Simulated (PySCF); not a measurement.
H3GaO2, SMILES [OH][GaH][OH] (PBE0/def2-SVP optimised geometry):

```
6

Ga     0.157     0.380     0.000
H      1.707     0.380     0.000
O     -0.752     1.905     0.000
H     -1.707     1.780     0.000
O     -0.897    -1.061     0.000
H     -0.436    -1.905     0.001
```

Level of theory: PBE0/def2-TZVP in PySCF 2.14.0.

Task: What are the frontier orbital energies and the dipole moment?

Result: HOMO-2 -9.34 eV, HOMO-1 -9.10 eV, HOMO -8.68 eV, LUMO -0.51 eV, LUMO+1 -0.13 eV; dipole moment 1.77 D.

On the same geometry PBE/def2-TZVP run with PySCF gives HOMO-2 -7.66 eV, HOMO-1 -7.57 eV, HOMO -7.01 eV, LUMO -1.29 eV, LUMO+1 -1.07 eV; dipole moment 1.64 D.

Meta-Löwdin charges at PBE0/def2-TZVP: Ga1 0.84, H2 -0.07, O3 -0.72, H4 0.34, O5 -0.73, H6 0.34.
